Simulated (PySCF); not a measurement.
**A small calculation by hand: entropy of an ideal gas**

B(H)2(OH) (BH3O), SMILES BO.

Coordinates come from a PBE0-D3(BJ)/def2-TZVP optimisation.

PBE0-D3(BJ)/def2-TZVP (PySCF) gives the harmonic wavenumbers 783, 884, 1053, 1173, 1183, 1386, 2554, 2657, 3876 cm⁻¹ and the rotational temperatures 8.2746, 1.4822, 1.2570 K. The molar mass is 29.83 g/mol, the symmetry number 1, the spin multiplicity 1.

Problem. Work out the entropy at 298.15 K and 1 atm in the rigid-rotor, harmonic-oscillator model.

Solution. 
Translation (Sackur–Tetrode at 1 atm): S = R[1.5 ln M + 2.5 ln T − 1.16487] = 151.1 J/(mol K).
Rotation: q = (√π/σ) T^1.5/√(θA θB θC) = 2320, S = R[ln q + 3/2] = 76.9 J/(mol K).
Vibration: with u = 1.4388 ν/T, each mode gives R[u/(e^u − 1) − ln(1 − e^−u)]:
```csv
ν (cm⁻¹),modes,u,S (J/(mol K))
783,1,3.78,0.93
884,1,4.27,0.62
1053,1,5.08,0.32
1173,1,5.66,0.19
1183,1,5.71,0.19
1386,1,6.69,0.08
```
The stiffer modes add less than 0.005 each. Sum 2.3 J/(mol K).
Spin: R ln 1 = 0.0 J/(mol K).
Total 230.3 J/(mol K); the program's own thermochemistry gives 230.3. Translation makes up 66 % and vibration 1 %. Anharmonicity, hindered rotation and orbital degeneracy are left out.
